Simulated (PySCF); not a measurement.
Mo2O6, optimised at PBE0/def2-TZVP:

```xyz
8

O     -1.8255    -2.0660     0.1513
Mo    -1.3520    -0.4624     0.1521
O     -2.6904     0.5219     0.3407
O     -0.1544     0.0396    -1.2387
Mo     1.3321     0.4547    -0.1257
O      1.8057     2.0583    -0.1249
O      2.6704    -0.5296    -0.3143
O      0.1345    -0.0472     1.2651
```

Energies from PySCF (xtb for GFN2), thermal terms from the rigid-rotor harmonic-oscillator model, ideal gas at 1 bar. All species are closed-shell singlets. Mo: scalar-relativistic def2 core potential, no spin-orbit coupling.

Question: List the harmonic frequencies (cm⁻¹, unscaled) at this level and at the other levels, each on its own geometry.

Answer: 
- PBE0/def2-TZVP: 81, 167, 168, 187, 237, 246, 290, 340, 354, 400, 504, 681, 725, 736, 1048, 1056, 1057, 1082
- GFN2-xTB: 57, 132, 134, 141, 166, 175, 206, 271, 272, 309, 327, 357, 491, 563, 924, 932, 976, 977
- PBE/def2-SVP: 75, 153, 155, 173, 216, 230, 266, 314, 334, 375, 478, 639, 684, 695, 993, 995, 1002, 1014
